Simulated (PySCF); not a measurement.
F3GeH3OSi.

```xyz
9

F      1.6596    -0.3350    -1.2425
Ge     0.6169     0.0709     0.0462
F      1.4465    -0.2669     1.4989
F      0.3172     1.7560    -0.0190
O     -0.8598    -0.8048    -0.0469
Si    -2.4876    -0.3843    -0.1839
H     -2.7053     0.3822    -1.4424
H     -2.8941     0.4426     0.9866
H     -3.2451    -1.6611    -0.2110
```

Geometry: r2SCAN-D4/def2-SVP. The values are those of a single conformer.

These are PBE/pcSseg-1 run with PySCF values and carry that method's errors. Non-relativistic, no solvent.

Task: Give the absolute GIAO shielding of each atom: isotropic value and principal components (ppm). (Estimate from the structure and the level; the computed values follow.)

Result: 
| atom | σ(iso) | σ11 | σ22 | σ33 | span |
|---|---|---|---|---|---|
| F1 | 308.6 | 252.1 | 259.1 | 414.5 | 162.4 |
| Ge2 | 1381.2 | 1339.8 | 1361.1 | 1442.8 | 103.0 |
| F3 | 308.6 | 252.1 | 259.1 | 414.5 | 162.4 |
| F4 | 308.1 | 247.0 | 264.6 | 412.7 | 165.6 |
| O5 | 280.1 | 229.7 | 272.4 | 338.3 | 108.6 |
| Si6 | 355.5 | 305.3 | 316.3 | 444.8 | 139.6 |
| H7 | 25.8 | 22.2 | 24.3 | 30.8 | 8.6 |
| H8 | 25.8 | 22.2 | 24.3 | 30.8 | 8.6 |
| H9 | 26.0 | 22.6 | 24.1 | 31.2 | 8.6 |
